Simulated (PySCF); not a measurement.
The third ionisation energy along group 11

Calculated with PySCF 2.14 from differences of total energies of unrestricted determinants, without spin-orbit coupling. Values in eV. The last column holds reference values (NIST; (s) semi-empirical, (t) theoretical, else measured). Unmarked ones compare directly (S terms, centres of terms, or small fine structure); those marked * lie between the lowest fine-structure levels and include a spin-orbit shift.

| element | configurations | UHF | LDA | PBE | r2SCAN | MP2 (valence) | SCS-MP2 (valence and next inner shell) | reference |
| --- | --- | --- | --- | --- | --- | --- | --- | --- |
| Cu (aug-cc-pwCVDZ-PP with ECP10MDF, ECP) | [Ar] 3d9 → [Ar] 3d8 | 34.003 | 37.947 | 37.103 | 36.114 | 36.700 | 36.785 | 36.841 ± 0.012 * |
| Ag (aug-cc-pwCVDZ-PP with ECP28MDF, ECP) | [Kr] 4d9 → [Kr] 4d8 | 32.868 | 35.339 | 34.873 | 34.470 | 34.681 | 34.369 | 34.8 ± 0.3 (s) * |
| Au (aug-cc-pwCVDZ-PP with ECP60MDF, ECP) | [Xe] 4f14 5d9 → [Xe] 4f14 5d8 | 30.837 | 33.297 | 32.848 | 32.484 | 32.463 | 32.222 | 30 ± 1.6 (t) * |

"Valence" correlates the outer s and p shells and, in groups 3 to 12 and the f block, the outer d or f shell, open or full, or the next shell where the ion has no valence electron left; the wider scheme adds the next inner shell.
